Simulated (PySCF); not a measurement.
BF2, SMILES F[B+]F, charge +1.

Geometry: PBE-D3(BJ)/def2-TZVP.

The numbers are results of PySCF with PBE/def2-TZVPD, not measurements.

Gas-phase values at a fixed geometry.

```
Quantity                                                        Result
------------------------------------------------  --------------------
total energy                                        -224.12725 hartree
point group                                                        D∞h
highest occupied level                                       -20.49 eV
lowest empty level                                            -9.59 eV
orbital gap                                                   10.90 eV
dipole moment about the centre of nuclear charge                0.00 D
mean static polarisability                        11.1 bohr³ (1.64 Å³)
polarisability, principal values                  8.8, 8.8, 15.5 bohr³
```
